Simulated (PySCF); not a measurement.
**Electric field gradients and quadrupole coupling constants**

C₅H₁₀ClNSi₂.
SMILES with atom numbers: `[CH:1]#[C:2][Si@:3]([Cl:4])([SiH2:5][NH2:6])[C:7](=[CH2:8])[CH3:9]` (hydrogens: H10 on C1; H11, H12 on Si5; H13, H14 on N6; H15, H16 on C8; H17, H18, H19 on C9)

Cartesian coordinates in Å at the GFN2-xTB level; atoms count from 1:
```
atom  x, y, z in Å
C1    -1.3899    2.6735    2.0620
C2    -0.8672    1.7211    1.5468
Si3   -0.0100    0.2600    0.7900
Cl4    0.2587   -1.0615    2.3535
Si5    2.0095    0.8351   -0.1864
N6     2.8689   -0.6481   -0.3695
C7    -1.2432   -0.5624   -0.3990
C8    -2.4268   -0.0361   -0.6824
C9    -0.7748   -1.8354   -1.0375
H10   -1.8583    3.5040    2.5080
H11    2.7200    1.8741    0.5824
H12    1.8657    1.3380   -1.5560
H13    3.7614   -0.6528   -0.8370
H14    2.8876   -1.2991    0.3998
H15   -2.7638    0.8797   -0.2263
H16   -3.1101   -0.5017   -1.3780
H17   -0.5773   -2.5854   -0.2723
H18    0.1565   -1.6636   -1.5767
H19   -1.5168   -2.2302   -1.7290
```

Field gradients from the PBE0/pcSseg-1 density (PySCF, non-relativistic), principal values in atomic units, ordered |Vxx| ≤ |Vyy| ≤ |Vzz|:

```json
{"atom": "Cl4", "Vxx": "-1.0679", "Vyy": "-1.1262", "Vzz": "2.1941"}
{"atom": "N6", "Vxx": "0.3444", "Vyy": "0.5999", "Vzz": "-0.9443"}
```

Find the asymmetry η = (Vxx − Vyy)/Vzz and the couplings χ = eQV/h (234.96 MHz × Q in barn × V in au), with Q(35Cl) = −0.0817 b, Q(14N) = 0.02044 b.

```tsv
atom	environment	nucleus	η	χzz (MHz)	χxx (MHz)	χyy (MHz)
Cl4	silicon-bound chlorine	35Cl	0.03	-42.12	20.50	21.62
N6	silicon-bound nitrogen	14N	0.27	-4.535	1.654	2.881
```

The gradient is axial or nearly so (η below 0.05) at Cl4. The tensor is traceless: Vxx + Vyy + Vzz = 0.

What is Vzz at Cl4 in SI units (1 au = 9.71736 × 10²¹ V/m²)?

2.1941 au = 21.321 × 10²¹ V/m².

And the gradient at the other heavy atoms, for which no coupling is worked out here?

| atom | environment | Vzz (au) | η |
| --- | --- | --- | --- |
| C1 | terminal alkyne carbon | -0.365 | 0.07 |
| C2 | alkyne carbon | -0.347 | 0.02 |
| Si3 | chlorine-bound silicon | 0.674 | 0.80 |
| Si5 | SiH2 silicon | 0.234 | 0.54 |
| C7 | fully substituted alkene carbon | 0.323 | 0.52 |
| C8 | terminal =CH2 carbon | 0.339 | 0.35 |
| C9 | allylic carbon | 0.080 | 0.27 |

What couplings would deuterons (Q(2H) = 0.00286 b) have in place of the hydrogens, at this geometry?

| atom | bonded to | bond length (Å) | Vzz (au) | η | χzz (kHz) |
| --- | --- | --- | --- | --- | --- |
| H10 | C1 | 1.053 | 0.3858 | 0.00 | 259 |
| H11 | Si5 | 1.475 | 0.1523 | 0.02 | 102 |
| H12 | Si5 | 1.466 | 0.1602 | 0.03 | 108 |
| H13 | N6 | 1.008 | 0.4283 | 0.16 | 288 |
| H14 | N6 | 1.008 | 0.4235 | 0.17 | 285 |
| H15 | C8 | 1.077 | 0.3316 | 0.05 | 223 |
| H16 | C8 | 1.080 | 0.3298 | 0.05 | 222 |
| H17 | C9 | 1.090 | 0.3090 | 0.03 | 208 |
| H18 | C9 | 1.090 | 0.3065 | 0.04 | 206 |
| H19 | C9 | 1.088 | 0.3134 | 0.03 | 211 |

Geometry: GFN2-xTB, one conformer, isolated molecule. GFN2-xTB bond lengths can be off by several hundredths of an ångström, more for odd bonds, and the gradients follow them. These gradients aren't converged with respect to the basis.
